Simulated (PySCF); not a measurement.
**Potassium: a sound run and one with changed settings**

Sound run: K²⁺ [Ne] 3s2 3p5, K³⁺ [Ne] 3s2 3p4. Calculation: PySCF 2.14, in jorge-DZP-DKH (8s6p1d, 31 functions); scalar relativity by spin-free X2C-1e. In the sound run the correlated levels freeze [Ne] 3s2. The sound run starts from symmetry-adapted Hartree-Fock orbitals and uses a fine grid where one is needed.

Changed run: basis STO-3G, all-electron and non-relativistic. This setting is unsound on purpose.

| species | method | sound run (hartree) | changed run (hartree) | converged |
| --- | --- | --- | --- | --- |
| K²⁺ | UHF | -600.15997 | -591.89066 | yes |
| K²⁺ | PBE | -600.66782 | -592.26835 | yes |
| K²⁺ | TPSS | -600.89615 | -592.51749 | yes |
| K²⁺ | MP2 | -600.17626 | -591.89339 | yes |
| K²⁺ | CCSD(T) | -600.17811 | -591.89385 | yes |
| K³⁺ | UHF | -598.49818 | -590.24609 | yes |
| K³⁺ | PBE | -598.96116 | -590.57462 | yes |
| K³⁺ | TPSS | -599.18739 | -590.82389 | yes |
| K³⁺ | MP2 | -598.50732 | -590.24680 | yes |
| K³⁺ | CCSD(T) | -598.50861 | -590.24693 | yes |

Ionisation energy of K²⁺:

```
 method  sound run (eV)  changed run (eV)
    UHF          45.220            44.751
    PBE          46.441            46.089
   TPSS          46.498            46.085
    MP2          45.414            44.806
SCS-MP2          45.427            44.806
   CCSD          45.429            44.814
CCSD(T)          45.429            44.815
```

A minimal basis cannot let orbitals breathe on ionisation and holds almost no correlation. The Hamiltonian changed with the basis, so the totals do not compare.

For comparison, NIST gives 45.803 eV between the lowest levels.
